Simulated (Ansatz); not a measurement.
Ideal-gas functions of `I[SiH]1CO1` at 298.15 K and 1 bar, from an Ansatz frequency run at PBE0-D4/def2-TZVP.

Molar mass 186.02 g/mol, point group C1 (symmetry number 1), electronic degeneracy 1, moments of inertia 39.047, 387.087, 391.472 u Å². Harmonic wavenumbers (cm⁻¹, unscaled): 166, 194, 358, 583, 713, 749, 773, 825, 1037, 1106, 1134, 1462, 2279, 3104, 3189.

Use S(trans) = R[1.5 ln M + 2.5 ln T − 1.1517]; rotational temperatures θ = 24.2544 K / I; S(rot) = R[ln(√π/σ · √(T³/θAθBθC)) + 1.5]; for each mode x = 1.438777 ν̃/T, S = R[x/(eˣ − 1) − ln(1 − e⁻ˣ)] and H = RT x/(eˣ − 1); 1 cm⁻¹ = 0.0119627 kJ/mol; R = 8.31446 J/(mol·K).

Problem. By hand: the entropy, in J/(mol·K).

Solution. Translation 174.0. Rotation: θ = 0.6212, 0.0627, 0.062 K, giving 113.3. Vibration, mode by mode: 10.38, 9.16, 4.73, 2.01, 1.22, 1.06, 0.96, 0.79, 0.34, 0.25, 0.23, 0.06, 0.00, 0.00, 0.00, in all 31.2. Electronic 0.0. Sum 318.5 J/(mol·K).

Problem. By hand: H − E and G − E in kJ/mol, counted from the electronic energy.

Solution. Zero-point energy ½ × 17672 × 0.0119627 = 105.7; thermal vibration 5.7; translation, rotation and pV give 4 RT = 9.9. H − E = 121.3 kJ/mol, and G − E = 121.3 − 298.15 × 318.5/1000 = 26.3 kJ/mol.

Vibration gives 10 % of the entropy. The sum counts one conformer and one mirror image; others add a mixing term.
